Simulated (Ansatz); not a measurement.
```yaml
crystal:
  periodic: [false, false, false]
  atoms:
    - {symbol: C, position_ang: [-0.530780, 0.296072, -0.324447]}
    - {symbol: C, position_ang: [0.199963, 0.361168, 0.160628]}
    - {symbol: Zn, position_ang: [1.034686, -1.732913, 0.463438]}
    - {symbol: H, position_ang: [-1.235430, 0.176512, -0.094824]}
    - {symbol: H, position_ang: [-0.389485, 0.281330, -1.133211]}
    - {symbol: H, position_ang: [0.124019, 0.283114, 0.942284]}
    - {symbol: H, position_ang: [0.775526, 0.452513, -0.068503]}
basis:
  gaussian: {orbitals: aug-pcseg-2, fitting: {mean_field: cc-pVTZ-jkfit}}
total_charge: 1
magnetization: {spin_polarized: true, initial_magnetization: 1}
hamiltonian: {xc: {name: r2SCAN50}, dispersion: d3bjatm}
```

```sh
$ ansatz run in.yaml --threads 2 --pin off --events-out ev --progress --plain --max-ram 4352MiB
```

(1) How does Ansatz answer? (An estimate is asked.)

Answers

(1) The calculation gave: The program refused the input.
```
Functional definition: r2SCAN50
Error: <dir> the basis set cc-pVTZ-JKFIT has no functions for Zn
```
